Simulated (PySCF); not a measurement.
C4H8O2. Atoms are numbered in the order given.

```xyz
14

O      1.8981    -0.2402     0.8750
C      1.1931    -0.1377    -0.3462
C     -0.2809     0.1280    -0.1217
O     -0.5059     1.2408     0.7064
C     -1.2665    -1.0069    -0.0567
C     -1.2508    -0.0624    -1.2431
H      1.9100     0.6467     1.2591
H      1.6083     0.6687    -0.9837
H      1.3291    -1.0883    -0.8849
H     -0.4305     0.9298     1.6190
H     -0.8965    -2.0274    -0.1903
H     -2.0956    -0.9060     0.6492
H     -2.0557     0.6734    -1.3101
H     -0.8752    -0.4290    -2.2032
```
Charge 0, spin multiplicity 1.

Geometry: B3LYP-D3(BJ)/def2-SVP. Other conformers were not sampled.

Method: KT2/pcSseg-1 (PySCF).

GIAO shieldings, no solvent; atoms listed in one row are averaged. δ = σ(ref) − σ: ¹⁷O against H2O (σ = 330.4 ppm); ¹³C against TMS (σ = 185.1 ppm); ¹H against TMS (σ = 31.47 ppm), references at their B3LYP-D3(BJ)/def2-TZVP geometries, non-relativistic.

Computed chemical shifts:
```json
[
 {"nucleus": "¹⁷O", "atoms": "O4", "count": "1", "δ (ppm)": "55.8"},
 {"nucleus": "¹⁷O", "atoms": "O1", "count": "1", "δ (ppm)": "29.3"},
 {"nucleus": "¹³C", "atoms": "C2", "count": "1", "δ (ppm)": "75.0"},
 {"nucleus": "¹³C", "atoms": "C3", "count": "1", "δ (ppm)": "60.1"},
 {"nucleus": "¹³C", "atoms": "C5", "count": "1", "δ (ppm)": "19.8"},
 {"nucleus": "¹³C", "atoms": "C6", "count": "1", "δ (ppm)": "15.1"},
 {"nucleus": "¹H", "atoms": "H8", "count": "1", "δ (ppm)": "4.65"},
 {"nucleus": "¹H", "atoms": "H9", "count": "1", "δ (ppm)": "3.16"},
 {"nucleus": "¹H", "atoms": "H10", "count": "1", "δ (ppm)": "1.60"},
 {"nucleus": "¹H", "atoms": "H13", "count": "1", "δ (ppm)": "1.23"},
 {"nucleus": "¹H", "atoms": "H7", "count": "1", "δ (ppm)": "1.12"},
 {"nucleus": "¹H", "atoms": "H12", "count": "1", "δ (ppm)": "0.92"},
 {"nucleus": "¹H", "atoms": "H11", "count": "1", "δ (ppm)": "0.87"},
 {"nucleus": "¹H", "atoms": "H14", "count": "1", "δ (ppm)": "0.70"}
]
```
